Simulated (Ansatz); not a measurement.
`NCOC[SiH3]` + `[OH][GeH3]` → `[SiH3][O][GeH3]` + `COCN`  (ligand exchange at the Si–C bond)

Program: Ansatz. Geometries: PBE0-D4/def2-TZVP. ΔE: electronic, gas phase. CBS: MP2 limit from def2 TZ/QZ plus the TZ coupled-cluster correction, frozen cores. This one scheme is used for every species. Functionals use def2-TZVPP. For Ge outer-core shells are correlated without core-valence functions, which leaves a few kJ/mol of doubt a bond. Scalar relativity is left out up to krypton. Each species was taken in one conformer, which may not be the lowest.

```csv
level,ΔE (kcal/mol)
PBE-D4,-25.7
ωB97X-V,-29.0
r2SCAN,-29.1
MP2/def2-QZVPP,-30.3
```

Problem. What does CCSD(T)/CBS give? (Best estimate.)

Solution. Ansatz gave: -29.4 kcal/mol. The listed levels differ from it by 3.7, 0.4, 0.3, -0.9 kcal/mol.

Largest T1 diagnostic among the species: 0.012.

In def2-TZVPP, CCSD(T) changes the Hartree–Fock value by +5.0 kcal/mol (the triples alone add +0.6 kcal/mol) and MP2 by +4.4 kcal/mol. From PBE to PBE0 (25 % exact exchange), in def2-TZVPP and without D4, ΔE moves by −1.6 kcal/mol.
